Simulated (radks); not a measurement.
Values are calculated unless marked as measured or tabulated.
Question: Ionisation ladder of caesium, from Cs I to Cs III. Each ion is in the ground configuration listed by NIST, and IE = E(next ion) - E(this ion). Level of theory: Dirac Kohn-Sham, PBE, spin-unpolarised, spherical densities, finite nucleus; open shells fill j = l - 1/2 first; Fermi nuclear charge, rms radius 4.8041 fm (a radial shooting solver on a logarithmic mesh with Libxc functionals).

| species | configuration | IE, Delta-SCF (eV) | -e(HOMO) (eV) | HOMO | <r> HOMO (bohr) |
|---|---|---|---|---|---|
| Cs I | [Xe] 6s1 | 3.863 | 2.086 | 6s1/2 | 5.69 |
| Cs II | [Xe] | ? | 18.156 | 5p3/2 | 2.10 |
| Cs III | [Kr] 4d10 5s2 5p5 | 33.426 | 28.146 | 5p3/2 | 2.01 |

Estimate the withheld Delta-SCF values.

Answer: Cs II: 23.089 eV (NIST 23.157).

Beside tabulated values, note that spin-unpolarised runs miss the spin-polarisation part of the exchange energy of open shells.
